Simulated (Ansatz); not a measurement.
A structure drawn as `O=C([SiH3])[SiH](F)F`, with this starting geometry:

```xyz
10

O    -0.781    1.420    1.345
C    -0.356    0.567    0.562
Si    0.983   -0.605    1.061
Si   -0.880    0.426   -1.236
F     0.312    0.608   -2.184
F    -1.553   -1.055   -1.449
H     0.687   -1.995    0.701
H     1.332   -0.553    2.461
H     2.246   -0.248    0.298
H    -1.990    1.435   -1.559
```

Charge 0, multiplicity 1.

(1) Does it keep its bonds when Ansatz relaxes it at PBE-D4/def2-SVP and then PBE0-D4/def2-TZVP?

(2) Give the relaxed structure. (Best estimate.)

Atoms count as bonded under 1.1 times the sum of their covalent radii (H–H under 0.85 Å, pairs among N, O and F under 1.55 Å), and a drawn bond as lost past 1.3 times.

## Answers

(1) Yes, every drawn bond is still there and no new one forms.

(2) The calculation gave: 
Z-matrix (Å, degrees):
```
Si
C 1 1.939
H 1 1.486 2 108.5
H 1 1.482 2 109.1 3 -122.0
H 1 1.486 2 107.1 3 117.5
Si 2 1.922 1 123.1 3 -40.9
O 2 1.216 1 120.8 3 139.3
F 6 1.589 2 108.9 1 -38.0
F 6 1.587 2 108.1 1 78.3
H 6 1.474 2 112.8 1 -160.5
```
No frequency check was run.
